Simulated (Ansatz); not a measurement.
NbOCl3, SMILES [O]=[Nb]([Cl])([Cl])[Cl], multiplicity 1.

Geometry optimised at PBE0-D3(BJ)/def2-SVP. The spin state was assumed, not searched. The isomer is the one that the SMILES or the coordinates give; other isomers of the formula were not compared. The def2 effective core potentials stand for the cores of Nb; spin–orbit coupling is left out.

Two levels are set side by side: PBE/def2-TZVPD (Ansatz, a program for electronic structure) and PBE0/def2-TZVPD (Ansatz). Energy differences of separate SCF runs at the same geometry; the states with an electron removed or added have multiplicity 2 and 2. Differences are taken from unrounded values.

| quantity | PBE |
|---|---|
| vertical ionisation energy (eV) | 11.13 |
| vertical electron affinity (eV) | 1.30 |
| vertical singlet–triplet gap (eV) | 4.41 |

These are the PBE values. What does PBE0 give? (The exact figures need the calculation; the answer reports its results.)


```tsv
quantity	PBE0	PBE minus PBE0
vertical ionisation energy (eV)	11.75	-0.61
vertical electron affinity (eV)	1.66	-0.36
vertical singlet–triplet gap (eV)	4.60	-0.18
```
